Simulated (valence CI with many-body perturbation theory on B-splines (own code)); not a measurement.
**Mo XI: calculated level list**

Method: relativistic CI+MBPT: four valence electrons over a frozen Dirac-Fock core [Ar] 3d10, a basis of 11 s, 11 p, 10 d, 8 f, 5 g, 2 h functions for each j, with the one-electron correlation potential Σ1 (screened to all orders), the two-electron term Σ2, the three-electron term Σ3, Breit, model QED; selected single and double excitations, second order for the rest, scaled by the run's own slope (own B-spline code, finite nucleus).

No measured spectrum was set against this ion. As an estimate, levels hold to about 250 cm⁻¹ or 0.2 % of their energy and the worst to 1 %, as in measured heavy ions of charge 2 to 7; those with d or f electrons hold less well. Among the levels kept, up to 780 cm⁻¹ of a level comes from second order outside the variational space, and about a tenth of that is noise between levels of different J, which matters for small intervals.

Levels 91 to 135 of 176, with energies above the lowest level, 4s²4p² ³P_0. "Leading %" is the weight of the configuration and term that name the level; weights of strongly mixed levels are sums over their largest components and can fall short. In the jj column 3d3/2^4 stands for four electrons in 3d with j = 3/2. Lifetimes count E1, E2, E3, M1 and M2 decay at the calculated energies, and are blank where another channel may lead or the interval is too uncertain; long ones can be off by a factor of two.

| No. | Configuration | Term | J | E (cm⁻¹) | Leading % | Lifetime | Leading jj |
| --- | --- | --- | --- | --- | --- | --- | --- |
| 91 | 4s4p²4d | ³P | 0 | 761260 | 71 | 6.50 ps | 4s 4p3/2^2 4d3/2 (59 %) |
| 92 | 4s²4p4f | ¹G | 4 | 771410 | 31 | 24.0 ps | 4s^2 4p1/2 4f7/2 (72 %) |
| 93 | 4s4p²4d | ¹D | 2 | 773720 | 26 | 9.51 ps | 4s^2 4p1/2 4f5/2 (35 %) |
| 94 | 4s²4p4f | ³G | 3 | 773970 | 53 | 12.4 ps | 4s^2 4p1/2 4f5/2 (53 %) |
| 95 | 4s²4p4f | ³F | 2 | 780620 | 38 | 10.3 ps | 4s^2 4p3/2 4f5/2 (17 %) |
| 96 | 4s²4p4f | ³G | 3 | 784060 | 31 | 11.6 ps | 4s^2 4p3/2 4f5/2 (25 %) |
| 97 | 4s²4p4f | ¹G | 4 | 789700 | 27 | 28.7 ps | 4s^2 4p3/2 4f7/2 (39 %) |
| 98 | 4s²4p5p | ³D | 1 | 795360 | 63 | 26.2 ps | 4s^2 4p1/2 5p1/2 (94 %) |
| 99 | 4s²4p4f | ³G | 4 | 795780 | 55 | 13.4 ps | 4s^2 4p3/2 4f5/2 (53 %) |
| 100 | 4s²4p4f | ³G | 5 | 799480 | 92 | 12.2 ps | 4s^2 4p3/2 4f7/2 (92 %) |
| 101 | 4s²4p4f | ³D | 3 | 806540 | 48 | 8.76 ps | 4s^2 4p1/2 4f7/2 (28 %) |
| 102 | 4s²4p5p | ³P | 0 | 807720 | 85 | 29.3 ps | 4s^2 4p1/2 5p1/2 (88 %) |
| 103 | 4s²4p5p | ³P | 1 | 809970 | 40 | 27.0 ps | 4s^2 4p1/2 5p3/2 (90 %) |
| 104 | 4s²4p5p | ³D | 2 | 810020 | 61 | 20.4 ps | 4s^2 4p1/2 5p3/2 (71 %) |
| 105 | 4s²4p4f | ³D | 2 | 815790 | 30 | 8.93 ps | 4s^2 4p3/2 4f5/2 (25 %) |
| 106 | 4s²4p4f | ¹F | 3 | 822340 | 39 | 6.93 ps | 4s^2 4p3/2 4f7/2 (48 %) |
| 107 | 4s²4p4f | ³D | 2 | 822710 | 30 | 9.40 ps | 4s^2 4p3/2 4f7/2 (40 %) |
| 108 | 4s²4p4f | ³D | 1 | 823950 | 66 | 10.3 ps | 4s^2 4p3/2 4f5/2 (66 %) |
| 109 | 4s²4p5p | ³P | 1 | 827340 | 39 | 21.3 ps | 4s^2 4p3/2 5p1/2 (62 %) |
| 110 | 4s²4p5p | ³P | 2 | 831440 | 54 | 24.5 ps | 4s^2 4p3/2 5p1/2 (75 %) |
| 111 | 4s²4p5p | ³D | 3 | 835490 | 93 | 25.5 ps | 4s^2 4p3/2 5p3/2 (93 %) |
| 112 | 4s²4p5p | ³S | 1 | 839080 | 73 | 29.3 ps | 4s^2 4p3/2 5p3/2 (69 %) |
| 113 | 4s²4d² | ³P | 0 | 840020 | 85 | 6.66 ps | 4s^2 4d3/2^2 (59 %) |
| 114 | 4s²4d² | ³F | 2 | 841280 | 49 | 5.25 ps | 4s^2 4d3/2^2 (49 %) |
| 115 | 4s²4d² | ³P | 1 | 841430 | 83 | 6.75 ps | 4s^2 4d3/2 4d5/2 (83 %) |
| 116 | 4s²4d² | ³P | 2 | 843480 | 81 | 7.00 ps | 4s^2 4d3/2 4d5/2 (46 %) |
| 117 | 4s²4d² | ³F | 3 | 844100 | 54 | 5.33 ps | 4s^2 4d3/2 4d5/2 (54 %) |
| 118 | 4s²4p5p | ¹D | 2 | 845380 | 67 | 29.3 ps | 4s^2 4p3/2 5p3/2 (81 %) |
| 119 | 4s²4d² | ³F | 4 | 845410 | 59 | 5.43 ps | 4s^2 4d5/2^2 (43 %) |
| 120 | 4p³4d | ³F° | 2 | 856870 | 40 | 77.3 ps | 4p1/2^2 4p3/2 4d3/2 (64 %) |
| 121 | 4p³4d | ⁵D° | 3 | 858980 | 42 | 54.3 ps | 4p1/2^2 4p3/2 4d3/2 (44 %) |
| 122 | 4p³4d | ⁵D° | 0 | 860850 | 62 | 47.1 ps | 4p1/2^2 4p3/2 4d3/2 (60 %) |
| 123 | 4p³4d | ⁵D° | 1 | 863100 | 86 | 35.6 ps | 4p1/2^2 4p3/2 4d3/2 (44 %) |
| 124 | 4s²4p5p | ¹S | 0 | 863610 | 86 | 28.2 ps | 4s^2 4p3/2 5p3/2 (88 %) |
| 125 | 4p³4d | ⁵D° | 4 | 863710 | 69 | 46.1 ps | 4p1/2^2 4p3/2 4d5/2 (58 %) |
| 126 | 4p³4d | ⁵D° | 2 | 865990 | 65 | 42.6 ps | 4p1/2^2 4p3/2 4d5/2 (41 %) |
| 127 | 4p³4d | ¹S° | 0 | 869050 | 58 | 90.5 ps | 4p1/2 4p3/2^2 4d3/2 (54 %) |
| 128 | 4s²4d² | ¹D | 2 | 869710 | 42 | 6.57 ps | 4s^2 4p3/2 4f7/2 (27 %) |
| 129 | 4p³4d | ³D° | 2 | 870790 | 39 | 98.1 ps | 4p1/2 4p3/2^2 4d3/2 (75 %) |
| 130 | 4p³4d | ³D° | 1 | 871540 | 81 | 89.3 ps | 4p1/2 4p3/2^2 4d3/2 (45 %) |
| 131 | 4p³4d | ³D° | 3 | 872340 | 47 | 76.3 ps | 4p1/2 4p3/2^2 4d5/2 (42 %) |
| 132 | 4p³4d | ³F° | 3 | 873250 | 38 | 82.8 ps | 4p1/2 4p3/2^2 4d3/2 (66 %) |
| 133 | 4p³4d | ³G° | 3 | 876270 | 41 | 114 ps | 4p1/2 4p3/2^2 4d5/2 (40 %) |
| 134 | 4p³4d | ³F° | 4 | 878320 | 37 | 100 ps | 4p1/2 4p3/2^2 4d5/2 (45 %) |
| 135 | 4s²4d² | ¹S | 0 | 880770 | 83 | 7.44 ps | 4s^2 4d5/2^2 (58 %) |

Names give the largest LS component (configuration and term), which can be under half, so a name can repeat, a term be missing and a line seem to break the LS rules; names also repeat where a configuration has a term twice.

Where two levels of one J and parity lie close, their mixing, g and order are uncertain.
